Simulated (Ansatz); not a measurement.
Basis sets compared for NbF₅. Charge 0, multiplicity 1. Geometry r2SCAN-D4/def2-SVP. Ansatz on 2 threads of AMD EPYC 7R13 on a shared host; times are rough, and most runs start from earlier orbitals.

```csv
atom,x (Å),y (Å),z (Å)
Nb1,0.0000,0.0000,0.0001
F2,-1.8336,-0.3749,0.0166
F3,1.8335,0.3752,-0.0168
F4,-0.2054,1.0704,1.4832
F5,-0.1629,0.7211,-1.6854
F6,0.3684,-1.7918,0.2024
```

In the def2 sets Nb takes a core potential, while STO-3G treats all electrons; there is no spin–orbit coupling.

STO-3G and 6-31G are all-electron sets without relativity, so their totals don't compare with the def2 sets.

Binding counts from free atoms (Nb sextet, F doublet) in the same basis, without a counterpoise term.

| level | functions | energy (Eh) | HOMO (eV) | LUMO (eV) | binding per atom (eV) | wall time |
| --- | --- | --- | --- | --- | --- | --- |
| HF/STO-3G | 52 | -4206.5261 | -11.01 | 5.14 | 3.19 | 0.56 s |
| HF/def2-TZVP | 195 | -554.0752 | -17.79 | 0.10 | 3.12 | 2.2 s |
| PBE-D4/def2-SVP | 101 | -555.7032 | -10.05 | -4.09 | 5.36 | 1.3 s |
| PBE-D4/def2-TZVP | 195 | -556.3243 | -10.21 | -4.20 | 5.17 | 2.4 s |
| r2SCAN-D4/def2-TZVP | 195 | -556.5941 | -10.75 | -4.23 | 4.97 | 4.2 s |
| PBE0-D4/def2-SVP | 101 | -555.6329 | -12.26 | -3.58 | 4.91 | 1.8 s |
| PBE0-D4/def2-TZVP | 195 | -556.2561 | -12.31 | -3.55 | 4.79 | 3.3 s |

**Question.** Estimate the rows for PBE-D4/def2-TZVPD, r2SCAN-D4/def2-TZVPD, PBE0-D4/def2-TZVPD.

**Answer.** 
```tsv
level	functions	energy (Eh)	HOMO (eV)	LUMO (eV)	binding per atom (eV)	wall time
PBE-D4/def2-TZVPD	240	-556.3303	-10.21	-4.20	5.16	3.7 s
r2SCAN-D4/def2-TZVPD	240	-556.6009	-10.71	-4.18	4.98	6.5 s
PBE0-D4/def2-TZVPD	240	-556.2627	-12.28	-3.52	4.80	6 s
```
